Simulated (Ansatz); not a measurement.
The same ligand exchange along the group C, Si, Ge, Sn.

Computed with Ansatz on PBE0-D4/def2-TZVP structures; ΔE is electronic, products minus reactants. CCSD(T)/CBS adds triple-zeta CCSD(T) − MP2 to the extrapolated MP2 energy (def2 sets, frozen cores). This one scheme is used for every species. Functionals use def2-TZVPP. def2 core potentials past Kr. For Ge, I, Sn outer-core shells are correlated without core-valence functions, which leaves a few kJ/mol of doubt a bond. Scalar relativity is left out up to krypton.

```tsv
reaction	LDA (SPW92) (kcal/mol)	CCSD(T)/def2-SVP (kcal/mol)
`FCI` + H–F → `FCF` + HI	-1.7	-8.6
`F[SiH2]I` + H–F → `F[SiH2]F` + HI	-14.4	-17.5
`[F][GeH2][I]` + H–F → `[F][GeH2][F]` + HI	4.0	-1.0
`[F][SnH2][I]` + H–F → `[F][SnH2][F]` + HI	12.6	10.5
```

**Question.** Give the CCSD(T)/CBS values in the same order. (Estimate.)

**Answer.** Computed: 1.8, -14.9, 4.7, 14.1 kcal/mol.

Largest T1 diagnostic: 0.014, for `[F][SnH2][F]`.
